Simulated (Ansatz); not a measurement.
Job for Ansatz (an electronic-structure program): R-SVWN5/def2-TZVPP on CH6AlN (SMILES C[NH][AlH2]), a point of a torsion scan.

Ansatz 0.2 input:
```yaml
crystal:
  periodic: [false, false, false]
  atoms:
    - {symbol: C, position_ang: [-1.31762914, 0.25752136, 0.24306053]}
    - {symbol: N, position_ang: [-0.07455047, -0.45405525, -0.05648353]}
    - {symbol: Al, position_ang: [1.57623283, 0.11169073, -0.42642491]}
    - {symbol: H, position_ang: [-2.08385706, 0.05568600, -0.51211496]}
    - {symbol: H, position_ang: [-1.11424112, 1.32775361, 0.24986417]}
    - {symbol: H, position_ang: [-1.71532217, -0.02343668, 1.22276036]}
    - {symbol: H, position_ang: [-0.25286342, -1.45678845, -0.03779623]}
    - {symbol: H, position_ang: [2.14985572, 1.43092172, 0.13243689]}
    - {symbol: H, position_ang: [2.47929432, -0.72082810, -1.35651353]}
basis:
  gaussian:
    orbitals: def2-TZVPP
hamiltonian:
  xc: {name: SVWN5}
scf: {lower_state_search: off}
```

It printed:

```
WARN ansatz: RAYON_NUM_THREADS=1 ignored (pool sized by the plan → 1); use --threads N
Functional definition: SVWN5
these checks for a lower state are left out or cut short: stability, starts, cluster_reference, orbital_swaps, neighbouring_geometries, increment
integrals: 0.08 GiB planned
958 factors; their error is unknown
mean field: 0.67 GiB planned
mean field evaluation 1: about -9157.7357 eV, gradient 7.9e1 eV
mean field evaluation 2: about -9087.8259 eV, gradient 1.6e2 eV
mean field evaluation 4: about -9170.7037 eV, gradient 1.7e1 eV
mean field evaluation 8: about -9171.2913 eV, gradient 1.3e-1 eV
mean field evaluation 16: about -9171.2760 eV, gradient 1.1e-4 eV
mean field -9171.27596412 eV, -337.0381751672 hartree, gradient 1.5e-6 eV, S^2 0.000000; 0 other end points of the search recorded, 0 dependent functions left out
reference -9171.27600883 eV, -337.0381768104 hartree; 16, 16 occupied and 172, 172 virtual orbitals, 958 factors
Total energy: -9171.27600883 eV, -337.0381768104 hartree
Checks for a lower state left out: stability, starts, cluster_reference, orbital_swaps, neighbouring_geometries, increment
```

The run converged.

Cost: around 1.5 core-seconds (rough).
